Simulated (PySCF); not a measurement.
Cu: excitation energy

Cu [Ar] 3d10 4s1 (2S) → Cu [Ar] 3d9 4s2 (2D), as a difference of total energies. Computed with PySCF 2.14 in aug-cc-pwCVTZ-PP with ECP10MDF, with a scalar-relativistic core potential. Correlated levels: valence: 3s2 3p6 frozen; valence and next inner shell: nothing frozen outside the core potential. The calculations carry no spin-orbit coupling.

```csv
method,excitation energy (eV)
UHF,-0.267
PBE,1.652
PBE0,1.264
r2SCAN,1.200
BLYP,1.411
MN15,2.916
MP2 (valence),2.268
SCS-MP2 (valence),1.782
MP2 (valence and next inner shell),2.737
SCS-MP2 (valence and next inner shell),2.170
```

Estimate what LDA gives.

1.997 eV, closest to SCS-MP2 (valence and next inner shell) among the rows shown.

Estimate what HSE06 gives.

1.237 eV, closest to PBE0 among the rows shown.

Errors of the correlated levels include the incompleteness of this basis and the frozen core.

For comparison: 1.490 eV (measured; NIST levels, between the centres of gravity of the two terms).
